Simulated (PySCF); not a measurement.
# Basis-set dependence of population analyses: `FC1([SiH3])CC1`

Species: C3H7FSi.
Z-matrix (Å and degrees, PBE0-D3(BJ)/def2-SVP geometry), rows numbered from 1:
```
F 
C   1  1.3752
Si  2  1.8828  1  112.31
C   2  1.4987  1  114.98  3   146.42
C   2  1.4980  1  114.96  3  -146.53
H   3  1.4924  2  110.28  1   -59.36
H   3  1.4950  2  107.64  1  -178.89
H   3  1.4925  2  110.37  1    61.61
H   4  1.0933  2  114.99  5  -108.17
H   4  1.0939  2  119.22  5   109.35
H   5  1.0929  2  115.18  4   108.18
H   5  1.0939  2  119.14  4  -109.29
```

PBE0 throughout (PySCF), one geometry, spherical d and f functions. Isolated species at its PBE0-D3(BJ)/def2-SVP geometry, gas phase. Atoms taken as equivalent share a column and are averaged.

Mulliken charges (e):

| basis | functions | F1 | C2 | Si3 | C4/C5 | H6/H7/H8 | H9/H11 | H10/H12 |
| --- | --- | --- | --- | --- | --- | --- | --- | --- |
| STO-3G | 36 | -0.110 | -0.070 | +0.543 | -0.191 | -0.112 | +0.092 | +0.086 |
| 6-31G | 63 | -0.330 | +0.021 | +0.540 | -0.367 | -0.097 | +0.208 | +0.189 |
| pcSseg-0 | 63 | -0.354 | -0.284 | +0.609 | -0.451 | -0.046 | +0.275 | +0.259 |
| 6-31G* | 88 | -0.342 | +0.228 | +0.324 | -0.413 | -0.064 | +0.208 | +0.195 |
| cc-pVDZ | 109 | -0.230 | -0.006 | +0.243 | -0.062 | -0.045 | +0.065 | +0.061 |
| def2-SVP | 109 | -0.255 | -0.074 | +0.402 | -0.090 | -0.068 | +0.081 | +0.074 |
| aug-cc-pVDZ | 182 | -0.584 | +0.680 | -0.766 | +0.832 | +0.253 | -0.418 | -0.459 |
| 6-311+G(2d,p) | 185 | -0.322 | +0.211 | +0.358 | -0.302 | -0.057 | +0.139 | +0.125 |
| def2-TZVP | 203 | -0.217 | +0.156 | +0.125 | -0.269 | -0.018 | +0.135 | +0.129 |
| cc-pVTZ | 252 | -0.222 | +0.181 | +0.138 | -0.241 | -0.024 | +0.115 | +0.113 |
| IGLO-III | 254 | -0.284 | +0.147 | +0.703 | -0.279 | -0.162 | +0.138 | +0.101 |

IAO charges (e):

```
        basis  functions      F1      C2     Si3   C4/C5  H6/H7/H8  H9/H11  H10/H12
       STO-3G         36  -0.130  -0.112  +0.626  -0.290    -0.120  +0.143   +0.135
        6-31G         63  -0.291  +0.030  +0.446  -0.309    -0.073  +0.170   +0.157
     pcSseg-0         63  -0.276  +0.003  +0.440  -0.308    -0.067  +0.170   +0.155
       6-31G*         88  -0.301  +0.031  +0.574  -0.300    -0.109  +0.162   +0.150
      cc-pVDZ        109  -0.303  +0.035  +0.566  -0.303    -0.107  +0.163   +0.151
     def2-SVP        109  -0.304  +0.030  +0.586  -0.293    -0.113  +0.159   +0.147
  aug-cc-pVDZ        182  -0.318  +0.037  +0.570  -0.309    -0.106  +0.168   +0.156
6-311+G(2d,p)        185  -0.319  +0.028  +0.602  -0.309    -0.114  +0.169   +0.156
    def2-TZVP        203  -0.318  +0.028  +0.611  -0.309    -0.117  +0.168   +0.156
      cc-pVTZ        252  -0.315  +0.032  +0.595  -0.311    -0.113  +0.168   +0.156
     IGLO-III        254  -0.319  +0.028  +0.610  -0.310    -0.116  +0.169   +0.157
```

Some averages cover members that differ in this geometry, most widely: H6/H7/H8, Mulliken in aug-cc-pVDZ +0.234 to +0.292 e.

Which scheme is steadiest as the basis changes?

Largest range over the bases for any column: IAO 0.19 e, Mulliken 1.47 e. IAO charges move least and Mulliken charges most, counted in e. Without the minimal STO-3G basis the ranges are IAO 0.17, Mulliken 1.47 e.

How much do the charges still move between the two largest bases, cc-pVTZ and IGLO-III?

At most, over all atoms: Mulliken 0.565 e, IAO 0.015 e.

What do the same runs give for the total energy, the frontier levels and the dipole moment?

```tsv
basis	energy (Eh)	HOMO (eV)	LUMO (eV)	μ (D)
STO-3G	-501.2776	-4.68	7.28	0.78
6-31G	-507.3448	-8.00	1.11	1.75
pcSseg-0	-506.5937	-8.29	0.86	1.73
6-31G*	-507.4295	-7.88	1.06	1.43
cc-pVDZ	-507.4613	-8.00	0.97	1.41
def2-SVP	-507.2032	-8.12	0.94	1.47
aug-cc-pVDZ	-507.4798	-8.17	-0.06	1.60
6-311+G(2d,p)	-507.5303	-8.22	0.11	1.64
def2-TZVP	-507.5513	-8.18	0.57	1.54
cc-pVTZ	-507.5446	-8.14	0.65	1.49
IGLO-III	-507.5562	-8.20	0.56	1.58
```

The dipole is fixed by the density alone, so its range of 0.97 D shows that the density itself changes with the basis, not only its division among atoms.
